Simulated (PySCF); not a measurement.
**Ionisation energy of Fe by level of theory**

Fe [Ar] 3d6 4s2 (5D) → Fe⁺ [Ar] 3d6 4s1 (6D), as a difference of total energies. Computed with PySCF 2.14 in def2-SVP (5s3p2d1f, 31 functions), with no relativity, point nucleus. Correlated levels: valence: [Ar] frozen. The calculations carry no spin-orbit coupling.

```tsv
method	ionisation energy (eV)
UHF	6.311
PBE0	7.455
M06-L	7.883
MP2 (valence)	6.993
SCS-MP2 (valence)	7.104
```

Q: How much does correlation contribute at MP2 (valence)?

A: 6.993 − (6.311) = 0.682 eV, measured against UHF.

These non-relativistic numbers lack the scalar-relativistic shift.

Errors of the correlated levels include the incompleteness of this basis and the frozen core.

MP2 underrates the near-degeneracy of ns² with np² in the lower species.

For comparison: 7.904 eV (measured; NIST levels, between the centres of gravity of the two terms).
